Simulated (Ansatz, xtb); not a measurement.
## Relative energy of two isomers of C3H7FSi

Structure I is `FC1([SiH3])CC1`, a singlet and structure II is `F[C@@H]1C[C@H]1[SiH3]`, a singlet. Both are isolated molecules in the gas phase, relaxed with B3LYP/def2-SVP.

Quicker runs give these differences E(II) − E(I): GFN2-xTB −0.6 kcal/mol; HF/STO-3G −1.1 kcal/mol (at GFN2-xTB geometries); r2SCAN-D4/def2-SVP −2.2 kcal/mol (at GFN2-xTB geometries).

Estimate E(II) − E(I) at the level CCSD(T)/def2-SVP + ΔMP2/def2-TZVPP.

Calculated at CCSD(T)/def2-SVP + ΔMP2/def2-TZVPP: E(II) − E(I) = −2.5 kcal/mol, so structure II lies lower.

The same difference at several levels:

```tsv
level	geometry	E(II) − E(I) (kcal/mol)	departure from the last row (kcal/mol)	job, with rough time for the two
GFN2-xTB	GFN2-xTB	−0.6	+1.8	optimisation, 0.13 s
HF/STO-3G	GFN2-xTB	−1.1	+1.4	single point, 0.38 s
r2SCAN-D4/def2-SVP	GFN2-xTB	−2.2	+0.3	single point, 2.9 s
B3LYP/def2-SVP	B3LYP/def2-SVP	−2.1	+0.4	optimisation, 29 s
HF/def2-SVP	B3LYP/def2-SVP	−3.2	−0.7	part of the CCSD(T) run
MP2/def2-SVP	B3LYP/def2-SVP	−2.8	−0.3	part of the CCSD(T) run
CCSD(T)/def2-SVP	B3LYP/def2-SVP	−2.4	0.0	single point
CCSD(T)/def2-SVP + ΔMP2/def2-TZVPP	B3LYP/def2-SVP	−2.5		single point, 25 s
```

As drawn, both hold the same kinds of bond in the same numbers.

The levels shown agree on the order. The largest departure from CCSD(T)/def2-SVP + ΔMP2/def2-TZVPP is that of GFN2-xTB, 1.8 kcal/mol. The last row adds to CCSD(T) the change of the MP2 difference between the two basis sets, here 0.0 kcal/mol.

With harmonic frequencies from B3LYP/def2-SVP (ideal gas, rigid rotor, one conformer each, 298.15 K, 1 atm): the zero-point term adds +0.4 kcal/mol; ΔH is −2.1 and ΔG −2.3 kcal/mol.

The correlated steps freeze 9 core orbitals. Mirror images aren't counted in ΔG. Run with Ansatz 0.2.0, xtb 6.7.1; the last row on 2 threads of Intel(R) Xeon(R) Platinum 8375C CPU @ 2.90GHz (Ice Lake) on a shared host.
